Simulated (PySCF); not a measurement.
**Property card for 4-chloronortricyclene (`Cl[C@]12C[C@@H]3[C@H](C1)[C@@H]3C2`)**

Compound: 4-chloronortricyclene, C7H9Cl.
Cartesian coordinates in Å at the GFN2-xTB level; atoms count from 1:
```
atom  x, y, z in Å
Cl1   -0.613    1.319   -2.405
C2    -0.229    0.492   -0.896
C3    -0.239   -1.039   -0.956
C4     0.131   -1.257    0.496
C5    -0.454   -0.108    1.275
C6    -1.165    0.785    0.280
C7     1.007   -0.102    0.906
C8     1.152    0.794   -0.306
H9     0.502   -1.432   -1.651
H10   -1.220   -1.438   -1.212
H11    0.238   -2.248    0.904
H12   -0.801   -0.205    2.290
H13   -1.157    1.836    0.567
H14   -2.191    0.473    0.083
H15    1.795   -0.193    1.633
H16    1.962    0.490   -0.968
H17    1.273    1.846   -0.050
```

Among its groups: C–Cl bond and cyclopropane ring.

GFN2-xTB geometry:

| Item | Value |
| --- | --- |
| Point group of the GFN2-xTB geometry | C3v |
| Rotational constants A, B, C of the GFN2-xTB geometry | 3.856, 1.421, 1.421 GHz |

From PBE0/def2-SVPD ground state and vertical TDDFT (core frozen in the response) (PySCF):

| Property | Result |
| --- | --- |
| Dipole moment | 2.36 D |
| HOMO energy | -8.06 eV |
| LUMO energy | 0.55 eV |
| HOMO–LUMO gap | 8.61 eV |
| Lowest singlet excitation | 7.43 eV (167 nm, f = 0.000 summed over 2 states within 0.01 eV) |
| Strongest line among the 8 lowest singlet transitions | S5/S6 at 7.89 eV (157 nm, f = 0.087 summed over these states) |
| Lowest triplet excitation (Tamm–Dancoff) | 6.88 eV |
| Static isotropic polarisability | 84.3 au |
| Electronic spatial extent ⟨r²⟩ about the centre of nuclear charge | 963 bohr² |

Monoisotopic mass from the formula: 128.0393 u.

No computed singlet falls in the visible range (750 to 380 nm, 1.65 to 3.26 eV); S1 lies 4.17 eV above its blue end. The polarisability is 12.49 Å³ as a volume (1 au = 0.148185 Å³), or 1.24 au for each of the 68 electrons. The 8 singlets span 7.43 to 8.09 eV, and their oscillator strengths add up to 0.09. With B = h/(8π²I), that is 505.379 GHz u Å² over I, the principal moments of inertia are 131.1, 355.6 and 355.7 u Å² (most abundant isotopes); the inertial defect Ic − Ia − Ib is -131.0 u Å² (zero for a rigid planar frame, negative otherwise).

Geometry: GFN2-xTB; no solvent, vibrations or thermal averaging.
